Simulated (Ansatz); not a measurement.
Geometry optimisation, RKS PBE-D4/def2-SVP in Ansatz.

The input (input.yaml):

```yaml
crystal:
  periodic: [false, false, false]
  atoms:
    - { symbol: C, position_ang: [0.1985, -2.9822, -0.1978] }
    - { symbol: C, position_ang: [0.2714, -1.7293, 0.3363] }
    - { symbol: O, position_ang: [-0.011, -0.5871, -0.3966] }
    - { symbol: Si, position_ang: [-0.60894, -0.75358, -1.97208] }
    - { symbol: C, position_ang: [-1.05269, 0.91618, -2.66012] }
    - { symbol: O, position_ang: [0.68917, -1.41769, -2.87453] }
    - { symbol: H, position_ang: [-0.1289, -3.0508, -1.2401] }
    - { symbol: H, position_ang: [0.3921, -3.8157, 0.36] }
    - { symbol: H, position_ang: [0.585, -1.5733, 1.4106] }
    - { symbol: H, position_ang: [-1.68959, -1.68152, -2.05048] }
    - { symbol: H, position_ang: [-1.3707, 0.78954, -3.7233] }
    - { symbol: H, position_ang: [-1.8891, 1.31702, -2.10684] }
    - { symbol: H, position_ang: [-0.18599, 1.65558, -2.68427] }
    - { symbol: H, position_ang: [1.60104, -1.07333, -2.69537] }
basis:
  gaussian: { orbitals: def2-SVP }
hamiltonian:
  xc: pbe
  dispersion: d4
relax:
  f_tol: 0.015
  max_steps: 40
output:
  orbitals: {}
```

Command:

```bash
$ ansatz run input.yaml --threads 2 --pin off --max-ram 3072MiB --backend cpu --events-out ev --progress --plain --runs-dir out
```

Q: Where does it end, and by what steps?

A: The run converged. After 13 steps the energy has fallen by 0.509 eV; H7 moved furthest, 0.72 Å.

```json
{"step": "0", "energy less start (eV)": "0.0000", "largest force component (eV/Å)": "3.637", "accepted": "yes"}
{"step": "1", "energy less start (eV)": "-0.3700", "largest force component (eV/Å)": "1.065", "accepted": "yes"}
{"step": "2", "energy less start (eV)": "-0.4439", "largest force component (eV/Å)": "0.473", "accepted": "yes"}
{"step": "3", "energy less start (eV)": "-0.4433", "largest force component (eV/Å)": "0.944", "accepted": "no"}
{"step": "4", "energy less start (eV)": "-0.4805", "largest force component (eV/Å)": "0.230", "accepted": "yes"}
{"step": "5", "energy less start (eV)": "-0.4949", "largest force component (eV/Å)": "0.057", "accepted": "yes"}
{"step": "6", "energy less start (eV)": "-0.5028", "largest force component (eV/Å)": "0.208", "accepted": "yes"}
{"step": "7", "energy less start (eV)": "-0.5055", "largest force component (eV/Å)": "0.140", "accepted": "yes"}
{"step": "8", "energy less start (eV)": "-0.5071", "largest force component (eV/Å)": "0.053", "accepted": "yes"}
{"step": "9", "energy less start (eV)": "-0.5083", "largest force component (eV/Å)": "0.024", "accepted": "yes"}
{"step": "10", "energy less start (eV)": "-0.5085", "largest force component (eV/Å)": "0.035", "accepted": "yes"}
{"step": "11", "energy less start (eV)": "-0.5087", "largest force component (eV/Å)": "0.030", "accepted": "yes"}
{"step": "12", "energy less start (eV)": "-0.5087", "largest force component (eV/Å)": "0.027", "accepted": "yes"}
{"step": "13", "energy less start (eV)": "-0.5088", "largest force component (eV/Å)": "0.005", "accepted": "yes"}
```

```xyz
14
Properties=species:S:1:pos:R:3
C 0.441 -3.001 -0.053
C 0.098 -1.754 0.322
O -0.191 -0.702 -0.496
Si -0.679 -0.785 -2.124
C -0.950 1.002 -2.602
O 0.451 -1.566 -3.089
H 0.542 -3.289 -1.110
H 0.645 -3.756 0.719
H 0.031 -1.468 1.387
H -1.900 -1.644 -2.233
H -1.272 1.080 -3.660
H -1.731 1.461 -1.964
H -0.020 1.594 -2.476
H 1.335 -1.159 -3.117
```

Time of the run: 31 s on 2 threads of AMD EPYC 7R43 64-Core Processor (Zen 3) (shared host), peak memory 0.18 GiB.
